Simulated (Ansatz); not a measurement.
Saddle point of AlNH₆O₃, singlet (AlH₃O₃ ([OH][Al]([OH])[OH]) + NH₃ → AlNH₄O₂ ([NH2][Al]([OH])[OH]) + H₂O (still joined by a long Al–O bond); bonds formed: O2–H5; dative contacts that become bonds: Al1–N6; bonds broken: H5–N6; bonds weakened to dative contacts: Al1–O2), PBE0-D4/def2-TZVP structure:

Al1  (0.014, -0.362, 0.303)
O2  (1.025, -0.012, -1.267)
O3  (0.940, -0.566, 1.717)
O4  (-1.160, -1.482, -0.244)
H5  (0.460, 0.945, -1.064)
N6  (-0.394, 1.452, -0.007)
H7  (0.744, -0.452, -2.074)
H8  (1.389, -1.375, 1.951)
H9  (-1.671, -2.031, 0.345)
H10  (-1.336, 1.717, -0.259)
H11  (-0.010, 2.165, 0.597)
(Å)

Energies are electronic, without zero-point energy. Barriers and step energies count from the start structure reached by relaxing down the imaginary mode; all methods use the PBE0-D4 structures, on which another method's saddle can fall below an end. Program: Ansatz 0.2.0. Basis: def2-TZVPP, with def2-QZVPP for the basis limit. Cores are frozen in the correlated methods. B3LYP uses VWN-RPA correlation. Extrapolation: Hartree–Fock as exp(−7.88 √X), correlation as X^−2.97.

| method | barrier (kcal/mol) | step energy (kcal/mol) |
| --- | --- | --- |
| SPW92 | 17.00 | 18.98 |
| PBE-D4 | 21.30 | 20.51 |
| BLYP-D4 | 23.65 | 21.41 |
| r2SCAN-D4 | 23.45 | 21.49 |
| B97M-V | 26.60 | 21.67 |
| PBE0-D4 | 23.71 | 21.22 |
| B3LYP-D4 | 25.31 | 21.88 |
| r2SCAN0-D4 | 25.01 | 21.78 |
| BHLYP-D4 | ? | 22.67 |
| CAM-B3LYP-D4 | 25.45 | 21.88 |
| wB97X-V | 25.80 | 21.82 |
| wB97M-V | ? | 21.06 |
| B2PLYP | 25.90 | 22.04 |
| PBE-QIDH | 25.47 | 21.82 |
| RPA on PBE | ? | 21.83 |
| HF | 34.43 | 24.05 |
| MP2 | 25.45 | 21.85 |
| CCSD | 27.72 | 22.17 |
| CCSD(T) | 26.34 | 21.78 |

Fill in the withheld barriers. (An estimate is asked for; the value comes from the calculation.)

Computed: wB97M-V 25.49; RPA on PBE 25.99; BHLYP-D4 28.26 kcal/mol. Each is the energy of the saddle less that of the start structure, by the same method.

For comparison, the barrier by CCSD(T) at an estimated basis limit (MP2 extrapolated from triple and quadruple zeta, plus CCSD(T) − MP2 in triple zeta) is 26.79 kcal/mol.

The T1 diagnostic stays at or below 0.012.

Labels in which every atom is bracketed show which atoms are joined, not bond orders.

For scale, one of the runs: CCSD(T)/def2-TZVPP, 250 basis functions, launched by `ansatz run in.yaml --threads 8 --pin off --events-out ev --progress --plain --max-ram 19148MiB`. The run took 93 s on 8 CPU threads of an Arm Neoverse V2 (shared host), with 5.6 GiB of host memory at its peak.
